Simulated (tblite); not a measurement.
C4H8ClFSi.
Atom-mapped SMILES: `[CH2:1]=[C:2]([CH3:3])[Si@:4]([CH3:5])([F:6])[Cl:7]` (hydrogens: H8, H9 on C1; H10, H11, H12 on C3; H13, H14, H15 on C5)

Cartesian coordinates in Å at the GFN2-xTB level; atoms count from 1:
```xyz
15
C4H8ClFSi angstrom
C     -1.9449   -0.7578    0.4573
C     -0.9083    0.0485    0.2608
C     -1.0924    1.4347   -0.2855
Si     0.8595   -0.4880    0.6518
C      2.0264   -0.4906   -0.8406
F      0.7877   -2.0116    1.2019
Cl     1.6246    0.5978    2.1714
H     -1.8254   -1.7549    0.8448
H     -2.9556   -0.4492    0.2374
H     -0.5810    1.5317   -1.2422
H     -0.6611    2.1676    0.3943
H     -2.1463    1.6623   -0.4271
H      2.9573   -0.9986   -0.6015
H      1.5806   -1.0022   -1.6885
H      2.2745    0.5183   -1.1562
```

Computed with GFN2-xTB (tblite): harmonic, unscaled wavenumbers at the GFN2-xTB geometry, gas phase. This tight-binding method is rough: wavenumbers can miss measured ones by several per cent, in bad cases by 10 to 20. One conformer, not necessarily the lowest.

Harmonic wavenumbers (cm⁻¹): 28.8, 92.3, 98.7, 121.7, 148.8, 153.3, 193.7, 206.0, 306.4, 368.5, 410.6, 486.7, 641.3, 681.7, 749.4, 793.7, 837.1, 844.9, 919.5, 968.4, 1017.4, 1042.4, 1221.8, 1377.6, 1398.9, 1420.2, 1469.7, 1472.5, 1479.4, 1486.4, 1677.7, 3006.6, 3021.5, 3035.0, 3036.0, 3045.7, 3050.0, 3078.3, 3125.0.

A = 2025, B = 1340, C = 1218 MHz; mass 138.007 u (most abundant isotopes); point group C1, symmetry number 1.

Question: Zero-point energy?

Answer: Half the sum of the wavenumbers: 24257 cm⁻¹ = 290.18 kJ/mol.

Question: Entropy at 350 K, 1 bar (ideal gas, RRHO, classical rotation)?

Answer: Translation 173.64, rotation 123.19, vibration 153.17: S = 450.0 J/(mol K).

Question: And Cp and H(350 K) − H(0)?

Answer: Cp = 165.54 J/(mol K), of which vibrations give 132.28 (their classical limit is 39 R = 324.3); H(350 K) − H(0) = 37.91 kJ/mol without the zero-point energy, 26.27 from vibrations.

Question: Which modes carry the vibrational entropy at 350 K?

Answer: 28.8 cm⁻¹: 26.06; 92.3 cm⁻¹: 16.42; 98.7 cm⁻¹: 15.87; 121.7 cm⁻¹: 14.16; 148.8 cm⁻¹: 12.53; 153.3 cm⁻¹: 12.29 J/(mol K); the other 33 give 55.84 together.

Question: Blend soft modes into free rotors: weight 1/[1 + (100 cm⁻¹/ν̃)⁴] for the oscillator and the rest for a rotor with moment μB/(μ + B), μ = h/(8π²ν), B = 10⁻⁴⁴ kg m². What vibrational entropy results?

Answer: 140.04 J/(mol K) in place of 153.17, which changes −T·S at 350 K by +4.60 kJ/mol.

Hindered rotation and anharmonicity are outside this model. Other conformers, if any are populated, would add a mixing term that is left out. The structure is chiral; the term R ln 2 for an equal mix with its mirror image is left out.

Time: 1.7 s wall. Hardware: one thread, Intel Xeon at 2.50 GHz (x86_64), shared host. The figure is for the frequency step alone.
